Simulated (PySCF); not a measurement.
(Z)-1-chloro-1,2-difluoroprop-1-ene (C3H3ClF2), SMILES C/C(F)=C(\F)Cl. Atoms are numbered in the order given.

```xyz
9

C     -0.3774    -2.2586     0.0000
C      0.2472    -0.9093     0.0000
F      1.5884    -0.9021     0.0000
C     -0.4040     0.2608     0.0000
F     -1.7367     0.3078     0.0000
Cl     0.3604     1.8016     0.0000
H     -0.0577    -2.8271    -0.8894
H     -0.0577    -2.8271     0.8894
H     -1.4718    -2.1819     0.0000
```

Geometry: B3LYP-D3(BJ)/def2-SVP.

Two levels are set side by side: PBE/pcSseg-1 (PySCF) and HF/pcSseg-1 (PySCF). GIAO shifts against CFCl3 (¹⁹F), HCl (³⁵Cl), TMS (¹H), TMS (¹³C) at the same level; non-relativistic, no solvent, atoms listed together averaged. Without spin–orbit terms, shifts of atoms bonded to Cl or Br come out too high at both levels. Differences are taken from unrounded values.

```json
[
 {"quantity": "δ(¹³C) of C1 (ppm)", "HF": "15.6"},
 {"quantity": "δ(¹³C) of C2 (ppm)", "HF": "154.6"},
 {"quantity": "δ(¹⁹F) of F3 (ppm)", "HF": "-128.4"},
 {"quantity": "δ(¹³C) of C4 (ppm)", "HF": "149.0"},
 {"quantity": "δ(¹⁹F) of F5 (ppm)", "HF": "-117.2"},
 {"quantity": "δ(³⁵Cl) of Cl6 (ppm)", "HF": "169.5"}
]
```

What does PBE give, and how far is it from HF? (The exact figures need the calculation; the answer reports its results.)


| quantity | PBE | PBE minus HF |
|---|---|---|
| δ(¹³C) of C1 (ppm) | 17.8 | 2.2 |
| δ(¹³C) of C2 (ppm) | 153.8 | -0.8 |
| δ(¹⁹F) of F3 (ppm) | -162.0 | -33.6 |
| δ(¹³C) of C4 (ppm) | 152.1 | 3.0 |
| δ(¹⁹F) of F5 (ppm) | -144.8 | -27.5 |
| δ(³⁵Cl) of Cl6 (ppm) | 249.8 | 80.3 |

Rough cost on one machine, each run with all the roots and properties that it gave: HF against PBE within a factor of 2.
